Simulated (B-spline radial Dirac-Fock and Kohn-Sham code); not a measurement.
Method: Dirac-Fock (average of configuration) total-energy differences with a finite nucleus, the Breit interaction including its frequency dependence, and self-energy and vacuum-polarisation corrections. Computed with an atomic code on a B-spline grid. Correlation energy is missing from these numbers.

**Question.** Identify the element and charge state from the binding energies below (tabulated ground configuration; the least bound level is included).

| level | binding energy (eV) |
| --- | --- |
| K | 53411.5 |
| L1 | 10103.2 |
| M2 | 3086.6 |
| M3 | 2925.3 |
| M5 | 2565.4 |
| N1 | 1514.2 |
| N2,3 | 1410.1 |

**Answer.** Tb³⁴⁺: Z = 65 with 31 electrons, [Ar] 3d10 4s2 4p1. The hydrogen-like estimate √(E/Ry) = 62.7 for the K level lies 2.3 below Z (screening lowers it, relativity raises it); the outermost level, at 1410.1 eV, fixes the charge.
